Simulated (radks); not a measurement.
Dipole-allowed excitations along the series with 12 electrons in [Ne] 3s2. Calculated with a radial shooting solver on a logarithmic mesh with Libxc functionals: non-relativistic Kohn-Sham, LDA (Slater exchange, VWN5 correlation), spin-polarised, spherical densities, point nucleus. Time-dependent linear response with the Hartree and adiabatic LDA kernel, continuum included through the Sternheimer equations. Lines are the poles of the dipole polarisability below minus the highest occupied eigenvalue, found on a grid refined at the orbital gaps; the lowest seven at most are given, and weak or close lines can be missed. The first line takes the name of the lowest orbital gap if no other gap lies below it; otherwise a line is named after a gap within 0.6 % of it, if that gap stands alone.

| species | -e(HOMO) (eV) | lowest orbital gap (eV) | first line (eV) | f | strongest line (eV) | its f | static alpha (bohr^3) |
|---|---|---|---|---|---|---|---|
| As21+ | 879.60 | 3s-3p 46.814 | 58.724 (3s-3p) | 0.544 | 440.19 (3s-4p) | 0.570 | 0.1216 |
| Se22+ | 954.79 | 3s-3p 48.830 | 61.211 (3s-3p) | 0.526 | 475.51 (3s-4p) | 0.582 | 0.1081 |
| Br23+ | 1033.0 | 3s-3p 50.847 | 63.699 (3s-3p) | 0.509 | 512.16 (3s-4p) | 0.594 | 0.09655 |
| Kr24+ | 1114.3 | 3s-3p 52.862 | 66.187 (3s-3p) | 0.493 | 550.13 (3s-4p) | 0.605 | 0.08658 |
| Rb25+ | 1198.5 | 3s-3p 54.877 | 68.667 (3s-3p) | 0.478 | 589.43 (3s-4p) | 0.615 | 0.07794 |
